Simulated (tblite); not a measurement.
C6H13O (doublet state).
Atom-mapped SMILES: `[CH2:1][C@@H:2]([CH2:3][CH3:4])[CH2:5][O:6][CH3:7]` (hydrogens: H8, H9 on C1; H10 on C2; H11, H12 on C3; H13, H14, H15 on C4; H16, H17 on C5; H18, H19, H20 on C7)

The geometry is computed with GFN2-xTB (gas phase). This method treats the open shell by occupation alone, without spin polarisation.

(1) Give the optimised bond lengths and angles.

## Answers

(1) 
```csv
bond,length (Å),order
C1–C2,1.472,single
C2–C3,1.533,single
C3–C4,1.523,single
C2–C5,1.550,single
C5–O6,1.407,single
O6–C7,1.402,single
"C1–H8, C1–H9",1.073,single
C2–H10,1.097,single
C3–H11,1.092,single
C3–H12,1.091,single
"C4–H13, C4–H14, C4–H15",1.088,single
C5–H16,1.101,single
C5–H17,1.101,single
"C7–H18, C7–H20",1.098,single
C7–H19,1.088,single
```

Bonds in one row agree within 0.01 Å and their mean is given. Orders are formal, as drawn. A selection of angles:
```csv
angle,degrees
C2–C1–H8,120.3
C2–C1–H9,120.8
H8–C1–H9,118.4
C1–C2–C3,112.4
C1–C2–C5,110.5
C1–C2–H10,110.0
C3–C2–C5,109.2
C3–C2–H10,109.1
C5–C2–H10,105.5
C2–C3–C4,111.6
C2–C3–H11,109.1
C2–C3–H12,108.4
C4–C3–H11,109.7
C4–C3–H12,109.8
H11–C3–H12,108.2
C3–C4–H13,110.4
C3–C4–H15,110.6
H13–C4–H14,108.3
H14–C4–H15,108.7
C2–C5–O6,108.8
C2–C5–H16,109.8
C2–C5–H17,109.5
O6–C5–H16,110.2
O6–C5–H17,110.4
H16–C5–H17,108.1
C5–O6–C7,113.0
O6–C7–H18,111.4
O6–C7–H19,106.6
H18–C7–H19,109.5
```

Dihedral angles: C1–C2–C3–C4 -68° (synclinal); C1–C2–C5–O6 171° (antiperiplanar); C2–C5–O6–C7 178° (antiperiplanar).

C1 (carbon bonded to C and 2 H) is planar (angles 120.8°, 120.3° and 118.4°, sum 359.5°, 0.05 Å off the plane of its three neighbours). Of the pairs four or more bonds apart, O6···H12 is among the closest relative to their van der Waals radii: 2.48 Å, 91 % of the sum of Bondi's values. The C–C distances run from 1.472 Å (C1–C2, drawn single) to 1.550 Å (C2–C5, drawn single), a spread of 0.078 Å.

Point group: C1 (no symmetry element, even within 0.4 Å). Its GFN2-xTB frequencies are all real (lowest 65 cm⁻¹). Torsions: H–C1–C2–C3 -32° and 157°, C1–C2–C3–C4 -68°, C1–C2–C5–O6 171°, C2–C5–O6–C7 178°. 3 starts were optimised and ended at 0.00, 0.52 and 1.25 kcal/mol (GFN2-xTB); the lowest of these is shown.

One conformer stands for the species.
